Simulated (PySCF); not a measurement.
Q: Give a HF/def2-SV(P) geometry of `C=C/C(Cl)=C(/Br)C#N`.

A: 
```
atom  x, y, z in Å
C1    -2.1205    0.1825   -0.0381
C2    -0.8625   -0.2323    0.0300
C3     0.3294    0.6247   -0.0979
Cl4    0.0627    2.3073   -0.3593
C5     1.5763    0.1435   -0.0187
Br6    3.1371    1.1832   -0.1736
C7     1.8251   -1.2561    0.1987
N8     2.0353   -2.3575    0.3699
H9    -2.3918    1.2173   -0.1985
H10   -2.9294   -0.5297    0.0690
H11   -0.6568   -1.2819    0.1925
```

Any rigid rotation of these coordinates is as good. Atoms count from 1 in this order. Of the pairs four or more bonds apart, C7···H11 is among the closest relative to their van der Waals radii: 2.48 Å, 86 % of the sum of Bondi's values. The 8 heavy atoms lie in one plane (0.000 Å rms). The 4 C–C bonds span 1.326 Å (C1=C2, drawn double) to 1.474 Å (C2–C3, drawn single), a spread of 0.148 Å.

Bonds between heavy atoms (Å): C1=C2 1.326, C2–C3 1.474, C3–Cl4 1.724, C3=C5 1.339, C5–Br6 1.882, C5–C7 1.438, C7≡N8 1.134.

Level of theory: PySCF 2.14.0, HF/def2-SV(P) geometry optimisation, gas phase.

Point group: Cs (every atom within 0.08 Å of its image). Stationary, but not proved a minimum. The numbers are those of one conformer (C1–C2–C3–Cl4 0°).

The run took 71 s wall on an AMD EPYC 7R43 with one thread (shared host), and the process peaked at 0.61 GiB of memory. These figures are those of the optimisation.
